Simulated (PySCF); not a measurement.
**`C1=CC2C3C=CC1C23`: 4 charge schemes on one density**

Compound: C8H8.
Z-matrix (Å and degrees, PBE0-D3(BJ)/def2-SVP geometry), rows numbered from 1:
```
C 
C   1  1.3453
C   2  1.4710  1  110.75
C   3  1.5840  2  120.52  1   -55.43
C   4  1.4708  3  120.52  2     0.00
C   5  1.3453  4  110.76  3    55.40
C   1  1.5206  2  110.44  3     5.68
C   3  1.4952  2  107.35  1     7.19
H   1  1.0926  2  125.69  3   174.82
H   2  1.0918  1  125.37  3  -176.55
H   3  1.0930  2  120.42  1   151.85
H   4  1.0930  3  113.77  8   113.28
H   5  1.0918  4  123.79  3  -121.17
H   6  1.0925  5  125.70  4  -174.77
H   7  1.0998  1  115.75  2  -143.91
H   8  1.0928  3  123.51  4  -114.42
```

Density: PBE0/pcSseg-1 (PySCF); schemes: Mulliken, IAO, Hirshfeld and ESP-fitted. The structure is a single PBE0-D3(BJ)/def2-SVP conformer in the gas phase; no vibrational or solvent corrections.

Give the atomic charges in each scheme.

In e:

```json
{"atom": "C1", "environment": "alkene CH carbon", "Mulliken": "-0.074", "IAO": "-0.158", "Hirshfeld": "-0.053", "ESP-fitted": "-0.323"}
{"atom": "C2", "environment": "alkene CH carbon", "Mulliken": "-0.012", "IAO": "-0.162", "Hirshfeld": "-0.061", "ESP-fitted": "-0.175"}
{"atom": "C3", "environment": "sp3 carbon at a ring junction", "Mulliken": "-0.166", "IAO": "-0.144", "Hirshfeld": "-0.044", "ESP-fitted": "-0.047"}
{"atom": "C4", "environment": "sp3 carbon at a ring junction", "Mulliken": "-0.166", "IAO": "-0.144", "Hirshfeld": "-0.044", "ESP-fitted": "-0.038"}
{"atom": "C5", "environment": "alkene CH carbon", "Mulliken": "-0.011", "IAO": "-0.162", "Hirshfeld": "-0.061", "ESP-fitted": "-0.180"}
{"atom": "C6", "environment": "alkene CH carbon", "Mulliken": "-0.074", "IAO": "-0.158", "Hirshfeld": "-0.053", "ESP-fitted": "-0.315"}
{"atom": "C7", "environment": "sp3 carbon at a ring junction", "Mulliken": "-0.251", "IAO": "-0.126", "Hirshfeld": "-0.025", "ESP-fitted": "+0.214"}
{"atom": "C8", "environment": "sp3 carbon at a ring junction", "Mulliken": "-0.078", "IAO": "-0.127", "Hirshfeld": "-0.040", "ESP-fitted": "-0.236"}
{"atom": "H9", "environment": "vinylic hydrogen", "Mulliken": "+0.097", "IAO": "+0.148", "Hirshfeld": "+0.046", "ESP-fitted": "+0.186"}
{"atom": "H10", "environment": "vinylic hydrogen", "Mulliken": "+0.093", "IAO": "+0.150", "Hirshfeld": "+0.049", "ESP-fitted": "+0.158"}
{"atom": "H11", "environment": "methine hydrogen", "Mulliken": "+0.115", "IAO": "+0.149", "Hirshfeld": "+0.049", "ESP-fitted": "+0.106"}
{"atom": "H12", "environment": "methine hydrogen", "Mulliken": "+0.115", "IAO": "+0.149", "Hirshfeld": "+0.049", "ESP-fitted": "+0.105"}
{"atom": "H13", "environment": "vinylic hydrogen", "Mulliken": "+0.093", "IAO": "+0.150", "Hirshfeld": "+0.049", "ESP-fitted": "+0.158"}
{"atom": "H14", "environment": "vinylic hydrogen", "Mulliken": "+0.097", "IAO": "+0.148", "Hirshfeld": "+0.046", "ESP-fitted": "+0.184"}
{"atom": "H15", "environment": "methine hydrogen", "Mulliken": "+0.117", "IAO": "+0.140", "Hirshfeld": "+0.042", "ESP-fitted": "+0.060"}
{"atom": "H16", "environment": "methine hydrogen", "Mulliken": "+0.106", "IAO": "+0.147", "Hirshfeld": "+0.051", "ESP-fitted": "+0.144"}
```

Mean size of the charges over all atoms: ESP-fitted 0.164 e, IAO 0.148 e, Mulliken 0.104 e, Hirshfeld 0.048 e. Each set sums to the total charge, 0, to within 0.001 e. The IAO scheme counts the electrons in orthogonalised intrinsic atomic orbitals, a minimal basis polarised so that it spans the occupied orbitals exactly.

Lowest charge. The schemes don't all agree: Mulliken C7 (-0.251); IAO C2 and C5 (-0.162); Hirshfeld C2 and C5 (-0.061); ESP-fitted C1 (-0.323).

Highest charge. The schemes don't all agree: Mulliken H15 (+0.117); IAO H10 and H13 (+0.150); Hirshfeld H16 (+0.051); ESP-fitted C7 (+0.214).

How many electrons does the Hirshfeld scheme count on C6?

Z − q = 6 − (-0.053) = 6.053.

How closely do the schemes follow one another over all atoms?

Correlation coefficient and root-mean-square difference: IAO with Hirshfeld 0.99, 0.100 e; Mulliken with IAO 0.86, 0.077 e; Hirshfeld with ESP-fitted 0.82, 0.146 e; Mulliken with Hirshfeld 0.80, 0.085 e; IAO with ESP-fitted 0.78, 0.116 e; Mulliken with ESP-fitted 0.41, 0.173 e.

Sum the charges by element.

```json
{"element": "C", "atoms": "8", "Mulliken": "-0.833", "IAO": "-1.181", "Hirshfeld": "-0.380", "ESP-fitted": "-1.100"}
{"element": "H", "atoms": "8", "Mulliken": "+0.833", "IAO": "+1.181", "Hirshfeld": "+0.380", "ESP-fitted": "+1.099"}
```
